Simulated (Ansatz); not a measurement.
System: CdI$_{2}$, net charge 0, singlet state. SMILES: [I][Cd][I]
Geometry: optimised at B3LYP-D3(BJ)/def2-TZVP (Ansatz, a first-principles code).

Quantity: atomisation energy (electronic, to ground-state atoms), in kJ/mol. Valence correlation only, unless marked. UHF or UKS for open shells. Spin-orbit coupling is left out. The frozen core is the preceding noble-gas configuration, with the filled d and f shells of earlier blocks. In def2 rows, elements after Kr have scalar-relativistic effective core potentials. The coupled-cluster limit lacks core correlation, which all-electron functionals hold. CBS marks a two-point X^-3 extrapolation of the correlation energy; Hartree-Fock from the larger set. The bracket is a focal-point correction in the basis named.

```json
[
 {"level": "PBE-D4/def2-TZVPD", "program": "Ansatz + dftd4", "atomisation energy (kJ/mol)": "420.3"},
 {"level": "B3LYP/def2-TZVPD", "program": "Ansatz", "atomisation energy (kJ/mol)": "371.5"},
 {"level": "PBE0-D4/def2-TZVPD", "program": "Ansatz + dftd4", "atomisation energy (kJ/mol)": "428.7"},
 {"level": "r2SCANh-D4/def2-TZVPD", "program": "Ansatz + dftd4", "atomisation energy (kJ/mol)": "(withheld)"},
 {"level": "B2PLYP-D3(BJ)/def2-TZVPD", "program": "Ansatz + dftd3", "atomisation energy (kJ/mol)": "405.1"},
 {"level": "SCS-MP2/def2-TZVPP", "program": "Ansatz", "atomisation energy (kJ/mol)": "375.9"},
 {"level": "RI-MP2/CBS(def2-TZVPPD,def2-QZVPPD)+[CCSD(T)-MP2]/def2-TZVPPD", "program": "Ansatz", "atomisation energy (kJ/mol)": "422.7"}
]
```

Task: Some entries are withheld; supply them.

Result: 
- r2SCANh-D4/def2-TZVPD, atomisation energy (kJ/mol): 430.3
